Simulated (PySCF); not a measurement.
Spectrum to structure. Method: PySCF 2.14.0, density-fitted response routines, TDDFT PBE0/def2-SVPD, vertical, gas phase, core orbitals frozen in the response. Geometries: GFN2-xTB, one conformer each.

```tsv
state	E (eV)	f	main configurations (H = HOMO, L = LUMO)
S1	3.16	0.0003	H→L (98%)
S2	3.29	0.014	H-1→L (98%)
S3	4.48	0.034	H-2→L (97%)
S4	5.73	0.0003	H→L+1 (56%), H→L+3 (21%), H→L+2 (17%)
S5	5.85	0.0005	H-1→L+2 (40%), H-1→L+1 (38%), H-1→L+4 (16%)
S6	5.90	0.0022	H→L+2 (39%), H-1→L+1 (22%), H-1→L+2 (15%)
S7	6.00	0.035	H→L+2 (34%), H-1→L+2 (23%), H-1→L+1 (11%)
S8	6.21	0.013	H-3→L (57%), H→L+3 (12%), H-2→L+2 (9%)
```

Triplets computed (Tamm–Dancoff): 2.54, 3.04, 3.23 eV.

Question: Which candidate is it? All have the formula C5H7PS.
A. `CC1=C[P@@H](=S)C=C1`
B. `p1c(scc1C)C`
C. `S=[PH]1C=CCC=C1`

Answer: A. Its S1, at 3.16 eV, is the lowest among the candidates; the nearest of the others has S1 at 4.39 eV. S1 is HOMO→LUMO (98%). Löwdin shares by element: HOMO sulfur 68%, carbon 12% or more, phosphorus 12%; LUMO carbon 70% or more (atoms not listed hold the other 30%). At the same level the other candidates give, for their lowest levels:
- `Cc1csc(C)p1`: 4.82 eV (f 0.053); 4.88 eV (f 0.100); 5.19 eV (f 0.005); 5.38 eV (f 0.000); 5.69 eV (f 0.000); T1 2.99 eV; HOMO -6.63, LUMO -1.22 eV
- `S=[PH]1C=CCC=C1`: 4.39 eV (f 0.002); 4.50 eV (f 0.003); 4.52 eV (f 0.039); 4.58 eV (f 0.016); 5.62 eV (f 0.001); T1 4.04 eV; HOMO -6.42, LUMO -0.94 eV
